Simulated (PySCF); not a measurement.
## Molecular orbitals of CsK

PBE0 at R = 4.369 Å; Cs x2c-TZVPall, K x2c-TZVPall; spin-free X2C with a Gaussian nucleus (PySCF 2.14). State: ¹Σ⁺ (singlet), closed shell. Only the outer orbitals are listed, counted within each symmetry.

```tsv
orbital	occ.	ε (eV)	on Cs (%)	main shells (%)
14σ	2	-29.01	100	100 Cs s
7π	2	-20.26	0	100 K p
7π	2	-20.26	0	100 K p
15σ	2	-20.25	0	100 K p
8π	2	-14.86	100	100 Cs p
8π	2	-14.86	100	100 Cs p
16σ	2	-14.81	100	100 Cs p
17σ	2	-2.74	48	49 K s, 44 Cs s
18σ	0	-1.17	61	49 Cs s, 35 K s, 11 Cs p
9π	0	-0.53	77	63 Cs p, 22 K p, 14 Cs d
9π	0	-0.53	77	63 Cs p, 22 K p, 14 Cs d
```

Q: Which are the highest filled and the lowest empty level, where do they sit, and how wide is the gap?

A: Highest filled 17σ at -2.74 eV (in %: 49 K s, 44 Cs s); lowest empty 18σ at -1.17 eV (in %: 49 Cs s, 35 K s, 11 Cs p); the gap at PBE0 is 1.57 eV.

* bond order (Mayer): 1.00
* ⟨S²⟩: 0.000
* charge on Cs (Mulliken, basis-dependent): 0.04
* charge on Cs (Löwdin, basis-dependent): 0.05
* dipole moment (positive dipole means Cs(−)K(+)): -2.15 D
* polarisability along the bond: 845.8 bohr³
* polarisability across the bond: 450.5 bohr³

Closed-shell solutions of metal pairs were not tested for spin polarisation, which can lower them a little. Spin–orbit coupling is left out.
